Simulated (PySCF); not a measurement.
B3LYP has the VWN-RPA correlation part, as in Gaussian. Excitations are Tamm–Dancoff values on a coarser integration grid. The basis has no diffuse functions, so Rydberg states are missing or too high.

Z-matrix (Å, degrees):
```
C
O 1 1.2094
N 1 1.3563 2 124.92
H 3 1.0045 1 121.38 2 -180.00
H 3 1.0072 4 119.30 1 -179.98
H 1 1.1056 2 122.75 3 -179.99
```
Charge 0, spin multiplicity 1.

What is the computed LUMO, dipole moment, S1 oscillator strength, HOMO–LUMO gap, brightest of the four lowest singlets (TDA), S1 excitation (TDA), HOMO and T1 excitation (TDA) (PySCF 2.14.0 with B3LYP-D3(BJ)/def2-TZVP)?


```yaml
LUMO: 0.26 eV
dipole_moment: 3.97 D
S1 oscillator strength: 0.001
HOMO–LUMO gap: 7.62 eV
brightest of the four lowest singlets (TDA): 7.91 eV
S1 excitation (TDA): 5.71 eV
HOMO: -7.36 eV
T1 excitation (TDA): 5.17 eV
```
